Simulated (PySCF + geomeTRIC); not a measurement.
Species: C3H5N, SMILES `NC1=CC1` (charge 0, multiplicity 1).

Q: Give a relaxed geometry from B3LYP-D3(BJ)/def2-TZVP (PySCF + geomeTRIC).

A: the end point of this relaxation (outside a Z-matrix the atoms follow the SMILES, hydrogens last).
Z-matrix (Å, degrees):
```
C
C 1 1.2948
N 1 1.3567 2 152.48
H 3 1.0063 1 116.69 2 -163.51
H 3 1.0078 4 114.70 1 -142.88
H 2 1.0722 1 151.54 3 3.19
C 1 1.4848 2 65.72 6 176.01
H 7 1.0924 1 119.49 2 106.51
H 7 1.0926 8 113.14 1 -148.94
```
